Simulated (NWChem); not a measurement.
# disulfane (H₂S₂); SMILES SS

Task: Give the equilibrium geometry at PBE0/def2-SVP (NWChem) as a Z-matrix, with the point group.

Result: point group C2; any orientation.
```
S
H 1 1.3555
S 1 2.0725 2 98.30
H 3 1.3555 1 98.30 2 -91.01
```
